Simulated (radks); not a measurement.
All-electron atom: Mg I in [Ne] 3s0.5 3p1.5 (fractional occupations, a model configuration). All-electron calculation, non-relativistic Kohn-Sham, PBE, spin-polarised, spherical densities, point nucleus; open shells are filled with parallel spins first. Program: a radial shooting solver on a logarithmic mesh with Libxc functionals.

Unscreened Slater integrals over Kohn-Sham orbitals (cm^-1). They are taken over the spin-up orbitals.

integral    value
F0(3p,3p)   50082
F2(3p,3p)   25407
F0(3p,3s)   56332
G1(3p,3s)   35257
F0(3p,2p)   68239
F2(3p,2p)  7450.4
G0(3p,2p)  2942.6
G2(3p,2p)  2684.9
F0(3p,2s)   68052
G1(3p,2s)  2363.4
F0(3s,3s)   65912
F0(3s,2p)   87926
G1(3s,2p)  4862.5
F0(3s,2s)   87777
G0(3s,2s)  3763.1
F0(2p,2p)  295110
F2(2p,2p)  133260
F0(2p,2s)  288840
G1(2p,2s)  173480
F0(2s,2s)  285690

Derived for the open shells (J is the average intra-shell exchange parameter used in DFT+U). 3p: J = F2/5 = 5081 cm^-1.
